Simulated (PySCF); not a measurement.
## Cost of excited-state runs on SMILES CCCNN[SiH3], C3H12N2Si

Molfile (atoms numbered from 1):
```
C3H12N2Si
     RDKit          3D

 18 17  0  0  0  0  0  0  0  0999 V2000
   -2.5547    0.5061    0.2591 C   0  0  0  0  0  0  0  0  0  0  0  0
   -1.7755   -0.2998   -0.7722 C   0  0  0  0  0  0  0  0  0  0  0  0
   -0.3408   -0.5565   -0.3207 C   0  0  0  0  0  0  0  0  0  0  0  0
    0.3710    0.7063   -0.1728 N   0  0  0  0  0  0  0  0  0  0  0  0
    1.7118    0.5645    0.2570 N   0  0  0  0  0  0  0  0  0  0  0  0
    2.9632   -0.2307   -0.6253 Si  0  0  0  0  0  4  0  0  0  0  0  0
   -3.5550    0.7279   -0.1048 H   0  0  0  0  0  0  0  0  0  0  0  0
   -2.6413   -0.0506    1.1891 H   0  0  0  0  0  0  0  0  0  0  0  0
   -2.0368    1.4386    0.4638 H   0  0  0  0  0  0  0  0  0  0  0  0
   -1.7585    0.2415   -1.7214 H   0  0  0  0  0  0  0  0  0  0  0  0
   -2.2665   -1.2599   -0.9438 H   0  0  0  0  0  0  0  0  0  0  0  0
   -0.3395   -1.0417    0.6607 H   0  0  0  0  0  0  0  0  0  0  0  0
    0.1632   -1.2313   -1.0326 H   0  0  0  0  0  0  0  0  0  0  0  0
    0.3957    1.1812   -1.0731 H   0  0  0  0  0  0  0  0  0  0  0  0
    1.7315    0.5351    1.2675 H   0  0  0  0  0  0  0  0  0  0  0  0
    4.1658    0.1233    0.1180 H   0  0  0  0  0  0  0  0  0  0  0  0
    2.8687   -1.6946   -0.7560 H   0  0  0  0  0  0  0  0  0  0  0  0
    2.8889    0.3469   -1.9690 H   0  0  0  0  0  0  0  0  0  0  0  0
  1  2  1  0
  2  3  1  0
  3  4  1  0
  4  5  1  0
  5  6  1  0
  1  7  1  0
  1  8  1  0
  1  9  1  0
  2 10  1  0
  2 11  1  0
  3 12  1  0
  3 13  1  0
  4 14  1  0
  5 15  1  0
  6 16  1  0
  6 17  1  0
  6 18  1  0
M  END
```

PySCF with density fitting, on 1 thread of an Arm Neoverse V1, shared host. Command: `OMP_NUM_THREADS=1 python excited_run.py task.json out`

Task: How long does each of these runs take, and how much memory?
- magnetisability and related constants, B97-D/def2-SVP; usual settings
- magnetisability and related constants, CAM-B3LYP/pcSseg-1; isotopologues; writes grids
- magnetisability and related constants, mPW1PW91/pcseg-1; usual settings

Result: 
| run | level | basis functions | wall time | peak memory (GiB) |
| --- | --- | --- | --- | --- |
| magnetisability and related constants | B97-D/def2-SVP | 148 | 26 s | 0.57 |
| magnetisability and related constants | CAM-B3LYP/pcSseg-1 | 169 | 40 s | 0.9 |
| magnetisability and related constants | mPW1PW91/pcseg-1 | 148 | 18 s | 0.8 |

Times from a shared host are rough.
